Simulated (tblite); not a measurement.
Species: C₃H₁₄N₂SSi₂.
Numbering: `[CH3:1][CH:2]([CH3:3])[SiH2:4][S:5][SiH:6]([NH2:7])[NH2:8]` (hydrogens: H9, H10, H11 on C1; H12 on C2; H13, H14, H15 on C3; H16, H17 on Si4; H18 on Si6; H19, H20 on N7; H21, H22 on N8)

A start from a force field or distance geometry was refined with GFN2-xTB geometry optimisation, gas phase in tblite. Values at the start:

| coordinate | start |
| --- | --- |
| C1–C2 | 1.529 Å |
| C1–H9 | 1.100 Å |
| C2–Si4 | 1.898 Å |
| C2–H12 | 1.091 Å |
| Si4–S5 | 2.144 Å |
| Si4–H16 | 1.498 Å |
| S5–Si6 | 2.088 Å |
| Si6–N7 | 1.678 Å |
| Si6–H18 | 1.470 Å |
| N7–H19 | 1.021 Å |
| C1–C2–C3 | 110.3° |
| C1–C2–Si4 | 113.1° |
| C2–Si4–S5 | 112.0° |
| Si4–S5–Si6 | 95.8° |
| S5–Si6–N7 | 108.3° |
| S5–Si6–N8 | 104.0° |
| N7–Si6–N8 | 96.1° |
| C1–C2–Si4–S5 | -58° |
| C2–Si4–S5–Si6 | -79° |
| Si4–S5–Si6–N7 | 90° |

Q: How do these coordinates change at the GFN2-xTB level?

A: 
```csv
coordinate,GFN2-xTB (Å or °),change
S5–Si6,2.173,+0.085
Si6–N7,1.719,+0.041
Si4–H16,1.458,-0.040
Si6–H18,1.454,-0.016
N7–H19,1.008,-0.013
C1–H9,1.089,-0.011
C2–Si4,1.906,+0.008
Si4–S5,2.138,-0.006
C2–H12,1.096,+0.005
C1–C2,1.528,-0.001
N7–Si6–N8,113.4,+17.3
Si4–S5–Si6,103.4,+7.6
S5–Si6–N8,111.4,+7.4
S5–Si6–N7,106.1,-2.2
C1–C2–Si4,111.3,-1.8
C2–Si4–S5,111.6,-0.4
C1–C2–C3,110.2,-0.1
Si4–S5–Si6–N7,69,-21
C2–Si4–S5–Si6,-64,+15
C1–C2–Si4–S5,-61,-3
```

The energy falls by 19.9 kcal/mol over 119 L-BFGS steps, the largest force on an atom goes from 2.46 to 0.008 eV/Å, and the atoms move by 0.320 Å rms after alignment. The bond that changes most is S5–Si6 (ends: sulfur bonded to 2 Si; SiH silicon), which lengthens by 0.085 Å. Bonds longer at the end by more than 0.005 Å: 6 of 21; shorter: 12. Among the dihedrals that turn most is S5–Si6–N8–H21, from -28° to -67°. Rotational constants go from 2116, 640.9, 592.9 to 2011, 647.8, 575.0 MHz.

Time: 4.2 s wall. Hardware: an Intel Xeon at 2.50 GHz with one thread, shared host.

Its GFN2-xTB frequencies are all real (lowest 26 cm⁻¹). The numbers are those of one conformer. 3 starts were optimised and ended at 0.00, 0.33 and 0.97 kcal/mol (GFN2-xTB); the lowest of these is shown.

The numbers are calculated, not measured.
